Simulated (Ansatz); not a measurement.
Input for Ansatz (a first-principles code): R-wB97M-V/def2-TZVPPD on C2H6Si (a complex), monomers drawn apart or pushed together. Files ending in .json are basis or fitting sets from the Basis Set Exchange.

Ansatz 0.2 input:
```yaml
crystal:
  periodic: [false, false, false]
  atoms:
    - {symbol: Si, position_ang: [-0.29028373, -0.03819168, 0.13972223]}
    - {symbol: H, position_ang: [-0.54334832, -0.04653378, -1.32105871]}
    - {symbol: H, position_ang: [1.09635556, 0.41419037, 0.38738138]}
    - {symbol: H, position_ang: [-0.47525927, -1.40575667, 0.67126502]}
    - {symbol: H, position_ang: [-1.24275235, 0.88783668, 0.79035692]}
    - {symbol: C, position_ang: [1.48202710, 0.13156655, 6.54300537]}
    - {symbol: C, position_ang: [0.30306450, 0.09785118, 6.74582112]}
    - {symbol: H, position_ang: [2.52819895, 0.16187770, 6.35945189]}
    - {symbol: H, position_ang: [-0.74419474, 0.06825975, 6.92328228]}
basis:
  gaussian:
    orbitals: def2-TZVPPD.json
hamiltonian:
  xc: {name: wB97M-V}
scf: {lower_state_search: off}
```

Output:

```
WARN ansatz: RAYON_NUM_THREADS=1 ignored (pool sized by the plan → 1); use --threads N
Functional definition: wB97M-V
these checks for a lower state are left out or cut short: stability, starts, cluster_reference, orbital_swaps, neighbouring_geometries, increment
integrals: 0.13 GiB planned
1012 factors; their error is unknown
integrals: 0.16 GiB planned
320 factors; integrals over basis functions are off by at most 5.9e-5 eV
mean field: 1.15 GiB planned
mean field evaluation 1: about -10043.2096 eV, gradient 3.3e1 eV
mean field evaluation 2: about -10044.8329 eV, gradient 1.9e1 eV
mean field evaluation 4: about -10045.6804 eV, gradient 1.1e-1 eV
mean field evaluation 8: about -10045.6845 eV, gradient 4.9e-2 eV
mean field evaluation 16: about -10045.6845 eV, gradient 6.0e-6 eV
mean field -10045.68451965 eV, -369.1720968878 hartree, gradient 6.0e-6 eV, S^2 0.000000; 0 other end points of the search recorded, 0 dependent functions left out
reference -10045.68458736 eV, -369.1720993759 hartree; 16, 16 occupied and 208, 208 virtual orbitals, 1012 factors
Total energy: -10045.68458736 eV, -369.1720993759 hartree
Checks for a lower state left out: stability, starts, cluster_reference, orbital_swaps, neighbouring_geometries, increment
```

The run converged.

Cost: around 4 core-seconds (rough).
